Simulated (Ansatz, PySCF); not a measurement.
Species: C₃HO, charge -1, multiplicity 1. SMILES: C#C[C-]=O
Geometry: optimised at B3LYP-D3(BJ)/def2-TZVP (Ansatz, a quantum-chemistry and plane-wave program).

Unscaled harmonic wavenumbers (cm⁻¹) in rising order, each level at the stationary point that it reaches from this structure (no distance between atoms moves by over 0.3 Å); the order of modes can differ between levels, and a negative number is imaginary. B3LYP-D3(BJ)/def2-TZVP (PySCF, at the structure above): 228, 235, 303, 668, 906, 1106, 1553, 2152, 2753.

HF/3-21G (Ansatz): 255, 269, 484, 816, 955, 1239, 1615, 2348, 2830. Zero-point energy 15.5 against 14.2 kcal/mol; where all levels lie over 400 cm⁻¹, the wavenumbers are on average 1.092 times those of B3LYP-D3(BJ)/def2-TZVP.

HF/6-31G* (Ansatz): 219, 246, 421, 724, 970, 1237, 1654, 2329, 2930. Zero-point energy 15.3 against 14.2 kcal/mol; where all levels lie over 400 cm⁻¹, the wavenumbers are on average 1.081 times those of B3LYP-D3(BJ)/def2-TZVP.

B3LYP/6-31G* (Ansatz): 222, 237, 303, 683, 915, 1121, 1561, 2155, 2684. Zero-point energy 14.1 against 14.2 kcal/mol; where all levels lie over 400 cm⁻¹, the wavenumbers are on average 1.005 times those of B3LYP-D3(BJ)/def2-TZVP.
